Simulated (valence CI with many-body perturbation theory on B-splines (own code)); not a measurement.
E1 line list for Te XL

Computed by configuration interaction combined with many-body perturbation theory (CI+MBPT): three valence electrons over a frozen Dirac-Fock core [Ne], radial functions for each j: 11 s, 11 p, 10 d, 8 f, 5 g, 2 h, with the one-electron correlation potential Σ1, the two-electron term Σ2, the three-electron term Σ3, Breit, model QED; selected CI, second order for the rest, scaled by the run's own slope (own B-spline code, finite nucleus).

The last digits are not significant, and no measured levels were compared; by estimate large intervals hold to a few tenths of a per cent, small ones and those within an open d or f shell to about a per cent.

Lines 51 to 100 of 571 in falling wavelength, among levels below 11010 × 10³ cm⁻¹, chosen from the strongest by gf and those to the six lowest levels. Wavelengths and rates use the calculated energies. Electric multipoles are in the length gauge, E1 and E2 with the static RPA response of the core. Weak lines are less certain than strong ones. Lines between different terms over intervals too small for the method are left out, as are lines whose strength nearly cancels. Where a level lies close to another of its J and parity, the split of strength between their lines is uncertain. The highest levels of a list are the least certain.

Levels are named by their leading jj configuration (3d3/2^4 stands for four electrons in 3d with j = 3/2), which in mixed levels can hold well under half, so a name can repeat and another be missing. Letters in brackets count levels of one name in rising energy.

| λ vac (nm) | Upper | Lower | A (s⁻¹) | S (a.u.) with core polarisation | S without |
| --- | --- | --- | --- | --- | --- |
| 10.54 | (3p1/2 3p3/2 3d5/2) J=9/2 | (3s 3p3/2 3d5/2) J=9/2 | 2.15e+10 | 1.25e-01 | 1.27e-01 |
| 10.45 | (3s 3p1/2 3d3/2) J=5/2 | (3s 3p1/2 3p3/2) J=3/2 [b] | 6.23e+08 | 2.11e-03 | 2.16e-03 |
| 10.29 | (3p1/2^2 3d3/2) J=3/2 | (3s 3p1/2 3d3/2) J=3/2 [a] | 1.66e+10 | 3.56e-02 | 3.64e-02 |
| 10.06 | (3p1/2^2 3p3/2) J=3/2 | (3s 3p1/2 3p3/2) J=3/2 [a] | 9.71e+09 | 1.95e-02 | 1.99e-02 |
| 9.923 | (3d3/2 3d5/2^2) J=7/2 [a] | (3p3/2 3d3/2 3d5/2) J=5/2 [d] | 9.45e+09 | 3.65e-02 | 3.72e-02 |
| 9.836 | (3p3/2^2 3d5/2) J=7/2 | (3s 3p3/2 3d5/2) J=5/2 [b] | 1.64e+10 | 6.17e-02 | 6.29e-02 |
| 9.795 | (3s 3p1/2 3d3/2) J=3/2 [a] | (3s 3p1/2 3p3/2) J=5/2 | 6.27e+09 | 1.16e-02 | 1.19e-02 |
| 9.526 | (3d3/2 3d5/2^2) J=7/2 [b] | (3p3/2 3d5/2^2) J=5/2 [b] | 2.31e+10 | 7.90e-02 | 8.05e-02 |
| 9.402 | (3d3/2^2 3d5/2) J=9/2 | (3p3/2 3d3/2 3d5/2) J=7/2 [c] | 8.29e+09 | 3.40e-02 | 3.47e-02 |
| 9.331 | (3d3/2 3d5/2^2) J=7/2 [a] | (3p3/2 3d3/2 3d5/2) J=5/2 [c] | 2.61e+10 | 8.36e-02 | 8.52e-02 |
| 9.329 | (3d5/2^3) J=9/2 | (3p3/2 3d5/2^2) J=7/2 [b] | 9.31e+10 | 3.73e-01 | 3.80e-01 |
| 9.297 | (3s 3p1/2 3d3/2) J=5/2 | (3s 3p1/2 3p3/2) J=5/2 | 3.35e+09 | 7.97e-03 | 8.12e-03 |
| 9.132 | (3s 3p1/2 3d5/2) J=5/2 [a] | (3s 3p1/2 3p3/2) J=3/2 [b] | 3.02e+08 | 6.82e-04 | 6.93e-04 |
| 9.113 | (3s 3p1/2 3d3/2) J=3/2 [b] | (3s 3p1/2 3p3/2) J=3/2 [b] | 5.86e+09 | 8.75e-03 | 8.92e-03 |
| 9.086 | (3d3/2 3d5/2^2) J=9/2 | (3p3/2 3d5/2^2) J=7/2 [a] | 2.93e+10 | 1.09e-01 | 1.11e-01 |
| 9.064 | (3d5/2^3) J=3/2 | (3p3/2 3d5/2^2) J=5/2 [b] | 2.26e+10 | 3.33e-02 | 3.39e-02 |
| 9.046 | (3s 3p1/2 3d3/2) J=3/2 [a] | (3s 3p1/2 3p3/2) J=3/2 [a] | 7.27e+07 | 1.06e-04 | 1.08e-04 |
| 9.005 | (3d3/2 3d5/2^2) J=3/2 [b] | (3p3/2 3d5/2^2) J=3/2 [b] | 4.62e+10 | 6.66e-02 | 6.79e-02 |
| 9.001 | (3d3/2^3) J=3/2 | (3p3/2 3d3/2^2) J=1/2 | 2.00e+10 | 2.89e-02 | 2.94e-02 |
| 8.999 | (3d3/2 3d5/2^2) J=11/2 | (3p3/2 3d3/2 3d5/2) J=9/2 [b] | 1.13e+11 | 4.86e-01 | 4.95e-01 |
| 8.984 | (3p3/2 3d5/2^2) J=7/2 [a] | (3p3/2^2 3d5/2) J=5/2 [a] | 2.28e+10 | 6.54e-02 | 6.67e-02 |
| 8.919 | (3d5/2^3) J=3/2 | (3p3/2 3d5/2^2) J=3/2 [a] | 3.85e+10 | 5.39e-02 | 5.49e-02 |
| 8.851 | (3d3/2 3d5/2^2) J=5/2 [b] | (3p3/2 3d3/2 3d5/2) J=3/2 [d] | 7.73e+10 | 1.59e-01 | 1.62e-01 |
| 8.841 | (3d3/2 3d5/2^2) J=5/2 [b] | (3p3/2 3d3/2 3d5/2) J=5/2 [d] | 1.29e+10 | 2.64e-02 | 2.69e-02 |
| 8.834 | (3p1/2 3d3/2 3d5/2) J=9/2 | (3p1/2 3p3/2 3d5/2) J=9/2 | 2.30e+10 | 7.84e-02 | 7.99e-02 |
| 8.823 | (3d3/2^2 3d5/2) J=9/2 | (3p3/2 3d3/2 3d5/2) J=7/2 [b] | 1.07e+10 | 3.64e-02 | 3.71e-02 |
| 8.806 | (3d5/2^3) J=5/2 | (3p3/2 3d5/2^2) J=3/2 [b] | 8.24e+10 | 1.67e-01 | 1.70e-01 |
| 8.748 | (3d3/2 3d5/2^2) J=7/2 [b] | (3p3/2 3d3/2 3d5/2) J=5/2 [d] | 3.07e+10 | 8.11e-02 | 8.27e-02 |
| 8.700 | (3p1/2 3d5/2^2) J=7/2 | (3p1/2 3p3/2 3d5/2) J=5/2 [b] | 9.71e+10 | 2.53e-01 | 2.57e-01 |
| 8.693 | (3d3/2 3d5/2^2) J=7/2 [a] | (3p3/2 3d3/2 3d5/2) J=7/2 [c] | 1.49e+10 | 3.87e-02 | 3.94e-02 |
| 8.671 | (3p1/2 3d5/2^2) J=3/2 | (3p1/2 3p3/2 3d5/2) J=1/2 | 2.76e+10 | 3.55e-02 | 3.62e-02 |
| 8.638 | (3p3/2 3d5/2^2) J=5/2 [b] | (3p3/2^2 3d5/2) J=3/2 | 7.40e+10 | 1.41e-01 | 1.44e-01 |
| 8.636 | (3d3/2 3d5/2^2) J=9/2 | (3p3/2 3d3/2 3d5/2) J=7/2 [c] | 5.82e+10 | 1.85e-01 | 1.89e-01 |
| 8.619 | (3s 3p1/2 3d3/2) J=5/2 | (3s 3p1/2 3p3/2) J=3/2 [a] | 5.39e+08 | 1.02e-03 | 1.04e-03 |
| 8.575 | (3p3/2 3d5/2^2) J=7/2 [b] | (3p3/2^2 3d5/2) J=5/2 [b] | 1.90e+11 | 4.73e-01 | 4.82e-01 |
| 8.568 | (3d3/2 3d5/2^2) J=3/2 [a] | (3p3/2 3d3/2 3d5/2) J=3/2 [c] | 2.54e+10 | 3.16e-02 | 3.22e-02 |
| 8.546 | (3p3/2 3d3/2 3d5/2) J=5/2 [b] | (3p3/2^2 3d3/2) J=3/2 [a] | 3.40e+10 | 6.29e-02 | 6.41e-02 |
| 8.533 | (3p3/2 3d5/2^2) J=9/2 | (3p3/2^2 3d3/2) J=7/2 | 8.49e+10 | 2.60e-01 | 2.65e-01 |
| 8.528 | (3p3/2 3d3/2 3d5/2) J=9/2 [a] | (3s 3d5/2^2) J=9/2 | 9.01e+09 | 2.76e-02 | 2.81e-02 |
| 8.506 | (3p3/2 3d3/2 3d5/2) J=9/2 [b] | (3s 3d5/2^2) J=7/2 | 1.52e+11 | 4.62e-01 | 4.71e-01 |
| 8.502 | (3p3/2 3d3/2 3d5/2) J=7/2 [c] | (3p3/2^2 3d5/2) J=9/2 | 2.04e+10 | 4.94e-02 | 5.04e-02 |
| 8.502 | (3d3/2 3d5/2^2) J=5/2 [a] | (3p3/2 3d3/2 3d5/2) J=5/2 [c] | 6.11e+10 | 1.11e-01 | 1.13e-01 |
| 8.501 | (3p3/2^2 3d5/2) J=7/2 | (3s 3p3/2 3d3/2) J=5/2 [b] | 1.41e+10 | 3.42e-02 | 3.49e-02 |
| 8.499 | (3p3/2 3d3/2 3d5/2) J=11/2 | (3p3/2^2 3d5/2) J=9/2 | 1.22e+11 | 4.43e-01 | 4.52e-01 |
| 8.447 | (3s 3p1/2 3d5/2) J=3/2 | (3s 3p1/2 3p3/2) J=3/2 [b] | 1.70e+09 | 2.03e-03 | 2.06e-03 |
| 8.425 | (3s 3p3/2^2) J=5/2 | (3s^2 3p3/2) J=3/2 | 1.82e+09 | 3.21e-03 | 3.26e-03 |
| 8.423 | (3d3/2 3d5/2^2) J=7/2 [b] | (3p3/2 3d3/2 3d5/2) J=9/2 [b] | 1.73e+10 | 4.08e-02 | 4.16e-02 |
| 8.405 | (3s 3d5/2^2) J=9/2 | (3s 3p3/2 3d5/2) J=7/2 [a] | 4.18e+10 | 1.22e-01 | 1.25e-01 |
| 8.403 | (3s 3p1/2 3d5/2) J=5/2 [b] | (3s 3p1/2 3p3/2) J=3/2 [b] | 8.05e+09 | 1.41e-02 | 1.44e-02 |
| 8.400 | (3s^2 3d3/2) J=3/2 | (3s^2 3p3/2) J=3/2 | 5.60e+08 | 6.56e-04 | 6.74e-04 |
